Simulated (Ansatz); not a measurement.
One change: `[SiH3]N[SiH2]Br` becomes `[SiH3]N[SiH2][SeH]`.

Ansatz, PBE0-D4/def2-TZVP geometries, multiplicity 1. Each molecule was computed in one conformer, which needn't be the lowest.

Scalar relativity is left out up to krypton.

| property | `[SiH3]N[SiH2]Br` |
| --- | --- |
| HOMO–LUMO gap (PBE/def2-TZVPP) / eV | 5.63 |
| HOMO–LUMO gap (ωB97M-V/def2-TZVPP) / eV | 11.64 |
| size of the dipole moment (B3LYP/def2-TZVPP) / D | 1.95 |
| size of the dipole moment (PBE/def2-TZVPP) / D | 1.89 |
| HOMO–LUMO gap (B3LYP/def2-TZVPP) / eV | 7.33 |
| HOMO–LUMO gap (PBE0/def2-TZVPP) / eV | 7.78 |

Q: Give the same properties after the change, and the shifts. (Best estimate.)

A: Computed: 
```
                                        property  `[SiH3]N[SiH2][SeH]`  shift
             HOMO–LUMO gap (PBE/def2-TZVPP) / eV                  4.99  -0.64
         HOMO–LUMO gap (ωB97M-V/def2-TZVPP) / eV                 10.71  -0.93
size of the dipole moment (B3LYP/def2-TZVPP) / D                  1.86  -0.09
  size of the dipole moment (PBE/def2-TZVPP) / D                  1.81  -0.08
           HOMO–LUMO gap (B3LYP/def2-TZVPP) / eV                  6.49  -0.84
            HOMO–LUMO gap (PBE0/def2-TZVPP) / eV                  6.96  -0.82
```

With PBE0 the HOMO rises by 0.92 eV and the LUMO rises by 0.09 eV, so the gap narrows by about 0.83 eV. PBE moves the HOMO by 0.75 eV and ωB97M-V by 1.00 eV. Dipoles are sizes alone; their direction can turn.

B3LYP here is the variant with VWN-RPA as its local correlation; programs differ in this.

Spin–orbit coupling is left out; it splits and shifts lone-pair levels of the heavy atoms by tenths of an eV.
